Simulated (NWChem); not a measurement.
ZnCl$_{2}$; SMILES [Cl][Zn][Cl]

```xyz
3

Zn     0.0000     0.0000    -0.1145
Cl     2.0970     0.0000    -0.1146
Cl    -2.0970     0.0000    -0.1146
```
Atoms are numbered in this order, from 1.

Structure relaxed at the PBE0/def2-SVP level.

Give the principal values of the shielding tensors (ppm) of Zn1, Cl2 from LDA (Slater exchange, VWN5)/pcSseg-1, GIAO (NWChem), with their diamagnetic and paramagnetic parts as GIAO splits them.


```json
[
 {"atom": "Zn1", "σ11": "1170.7", "σ22": "1170.7", "σ33": "2531.2", "isotropic": "1624.2", "diamagnetic": "2523.4", "paramagnetic": "-899.2"},
 {"atom": "Cl2", "σ11": "877.9", "σ22": "877.9", "σ33": "1155.0", "isotropic": "970.3", "diamagnetic": "1146.6", "paramagnetic": "-176.4"}
]
```
